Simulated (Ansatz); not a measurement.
Cost and result up the ladder for GaCl2Br (GaBrCl2) (4 atoms). Total charge 0; singlet. Geometry: B3LYP-D4/def2-SVP.

```xyz
4

Ga    0.0111   -0.0098   -0.0206
Cl   -1.1172   -0.3619   -1.8021
Cl    2.0930   -0.4960   -0.0040
Br   -0.9869    0.8677    1.8268
```

Ansatz on 4 threads of Arm Neoverse V2 on a shared host. Times are rough, and most runs start from the orbitals of an earlier one. ωB97X-V/def2-TZVP serves as the yardstick here, not as an exact answer. Differences are given only for rows in sets of like size (and for xTB, whose basis is part of the method), since another set adds its own error. Binding counts from free atoms at the same level (Ga doublet, Cl doublet, Br doublet; other spins of the atoms weren't run), without zero-point energy or a counterpoise term.

LC-ωPBE has ω = 0.4 bohr⁻¹. Correlated methods freeze 28 core orbitals; core or outer-core shells of Ga, Br are correlated, in sets that lack core-valence functions.

Correlated methods converge slowly with the basis.

```csv
level,functions,wall time
PBE-D4/def2-SVP,100,0.85 s
LDA (SPW92)/def2-TZVP,170,0.9 s
PBE0-D4/def2-SVP,100,1.3 s
PBE-D4/def2-TZVP,170,1.4 s
revPBE-D4/def2-TZVP,170,1.5 s
LC-ωPBE/def2-TZVP,170,2.2 s
MP2/def2-TZVP,170,2.3 s
PBE0-D4/def2-TZVP,170,2.9 s
RPA@PBE/def2-TZVP,170,3.1 s
r2SCAN-D4/def2-TZVP,170,3.9 s
r2SCANh-D4/def2-TZVP,170,5.5 s
ωB97X-V/def2-TZVP,170,6 s
B2PLYP/def2-TZVP (with forces),170,10 s
CCSD(T)/def2-TZVPP,180,61 s
```

Problem. Estimate what each level gives for the binding energy per atom (eV).

Solution. 
```
                         level  binding energy per atom (eV)  difference from ωB97X-V/def2-TZVP (eV)
               PBE-D4/def2-SVP                          2.80                                       –
         LDA (SPW92)/def2-TZVP                          3.16                                    0.40
              PBE0-D4/def2-SVP                          2.76                                       –
              PBE-D4/def2-TZVP                          2.77                                    0.02
           revPBE-D4/def2-TZVP                          2.67                                   -0.08
             LC-ωPBE/def2-TZVP                          2.69                                   -0.07
                 MP2/def2-TZVP                          2.85                                    0.10
             PBE0-D4/def2-TZVP                          2.75                                    0.00
             RPA@PBE/def2-TZVP                          2.39                                   -0.36
           r2SCAN-D4/def2-TZVP                          2.80                                    0.05
          r2SCANh-D4/def2-TZVP                          2.78                                    0.02
             ωB97X-V/def2-TZVP                          2.75                                    0.00
B2PLYP/def2-TZVP (with forces)                          2.66                                   -0.10
            CCSD(T)/def2-TZVPP                          2.69                                   -0.06
```
